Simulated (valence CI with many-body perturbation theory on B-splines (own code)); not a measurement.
The numbers below are computed, except where a source is named.
**Hyperfine factors and g values of Cd³⁵⁺**

Method: relativistic CI+MBPT: three valence electrons over a frozen Dirac-Fock core [Ne], radial functions for each j: 11 s, 11 p, 10 d, 8 f, 5 g, 2 h, with the one-electron correlation potential Σ1 (screened to all orders), the two-electron term Σ2, the three-electron term Σ3, Breit, model QED; selected single and double excitations, second order for the rest, scaled by the run's own slope (own B-spline code, finite nucleus).

The last digits are not significant, and no measured levels were compared; by estimate large intervals hold to a few tenths of a per cent, small ones and those within an open d or f shell to about a per cent.

A/g_I is the dipole constant over the nuclear g factor μ/I (μ in nuclear magnetons, uniformly magnetised nucleus), B/Q the quadrupole constant per barn. Both hold the static response of the core; the bare values leave it out. Large factors of s and p1/2 electrons are usually good to 5 to 10 %; those of open d and f shells near neutrality can be off by tens of per cent, and small factors of p3/2, d and f electrons come from cancelling terms and can be off by a factor of two or in sign, in half-filled shells by more. B is blank for J = 1/2, where it vanishes, and for nearly pure S terms. Energies count from the lowest level.

Levels are named by their leading jj configuration (3d3/2^4 stands for four electrons in 3d with j = 3/2), which in mixed levels can hold well under half, so a name can repeat and another be missing. Letters in brackets count levels of one name in rising energy.

```
                     Level  E (cm⁻¹)      g  A/g_I (MHz)  A/g_I bare  B/Q (MHz/b)  B/Q bare
        (3s^2 3p1/2) J=1/2         0  0.659       291000      282000                       
        (3s^2 3p3/2) J=3/2    383440  1.329        48900       48700        90000     88200
        (3s 3p1/2^2) J=1/2    675740  2.402       808000      786000                       
(3s 3p1/2 3p3/2) J=3/2 [a]    951050  1.686       231000      226000        72900     71400
    (3s 3p1/2 3p3/2) J=5/2   1024400  1.408       261000      254000        28200     27700
(3s 3p1/2 3p3/2) J=3/2 [b]   1132600  0.902         1900        2960        78100     76600
    (3s 3p1/2 3p3/2) J=1/2   1201900  1.151      -159000     -152000                       
        (3s 3p3/2^2) J=5/2   1357700  1.364       178000      174000        32100     31700
        (3s^2 3d3/2) J=3/2   1452300  0.890         8660        9930         90.4       877
        (3s^2 3d5/2) J=5/2   1571200  1.215        69200       68300        49900     49800
        (3s 3p3/2^2) J=1/2   1588300  1.769       892000      865000                       
        (3s 3p3/2^2) J=3/2   1628400  1.171      -105000      -99300       -27600    -27000
     (3p1/2^2 3p3/2) J=3/2   1839200  1.244        30700       32000        74300     73000
(3s 3p1/2 3d3/2) J=3/2 [a]   1946900  0.519       -75600      -72500        24800     25000
    (3s 3p1/2 3d3/2) J=5/2   1988000  1.070       212000      207000        -8970     -7980
(3s 3p1/2 3d5/2) J=5/2 [a]   2082400  1.245        51600       51700        -4920     -3830
    (3s 3p1/2 3d3/2) J=1/2   2111600  0.315      -334000     -323000                       
(3s 3p1/2 3d3/2) J=3/2 [b]   2112900  1.340       153000      151000        15900     15700
 (3p1/2 3p3/2^2) J=3/2 [a]   2120400  1.391       -63900      -59000       -19900    -19200
    (3s 3p1/2 3d5/2) J=7/2   2122900  1.259       165000      161000        -2000      -732
(3s 3p1/2 3d5/2) J=5/2 [b]   2154000  1.320       117000      115000        16100     16300
(3s 3p1/2 3d5/2) J=5/2 [c]   2280400  0.971        55800       55000        64400     63800
     (3p1/2 3p3/2^2) J=1/2   2291400  0.661       266000      257000                       
 (3p1/2 3p3/2^2) J=3/2 [b]   2339000  1.041       -49400      -46600        32100     31900
    (3s 3p3/2 3d5/2) J=9/2   2392800  1.329       125000      123000       111000    110000
(3s 3p3/2 3d3/2) J=5/2 [a]   2407200  1.307       134000      132000         7650      7210
(3s 3p3/2 3d3/2) J=3/2 [a]   2408100  1.416       193000      189000       -13500    -13800
(3s 3p3/2 3d3/2) J=1/2 [a]   2412000  2.375       468000      457000                       
    (3s 3p3/2 3d3/2) J=7/2   2415900  1.348       147000      144000        31100     30800
(3s 3p3/2 3d5/2) J=3/2 [a]   2486100  1.284       -52400      -48400       -42800    -42000
(3s 3p3/2 3d5/2) J=5/2 [a]   2510100  1.315       185000      180000       -42600    -41500
(3s 3p3/2 3d3/2) J=3/2 [b]   2559600  1.027         6090        7490       -50800    -49600
(3s 3p3/2 3d5/2) J=7/2 [a]   2586100  1.150        36600       36900       106000    105000
(3s 3p3/2 3d3/2) J=5/2 [b]   2649100  0.919       -41600      -38900        74200     73700
(3s 3p3/2 3d3/2) J=1/2 [b]   2658600  0.623       -96500      -92300                       
(3s 3p3/2 3d5/2) J=7/2 [b]   2666400  1.178        69400       68600        79600     79200
    (3s 3p3/2 3d5/2) J=1/2   2718000  0.667       -40000      -38400                       
(3s 3p3/2 3d5/2) J=3/2 [b]   2754300  1.296       209000      204000        26800     26900
(3s 3p3/2 3d5/2) J=5/2 [b]   2765600  1.130       -64000      -60300       -36500    -35000
     (3p1/2^2 3d3/2) J=3/2   2813400  0.729        29100       28600        11800     12500
```

**Question.** Take the isotope of mass number 111, with I = 1/2, μ = -0.594 μN. What is the hyperfine structure of (3s^2 3p1/2) J=1/2?

**Answer.** From the table A = -345000 MHz. Shifts from the centre of gravity in MHz: F = 0: 259000, F = 1: -86200.
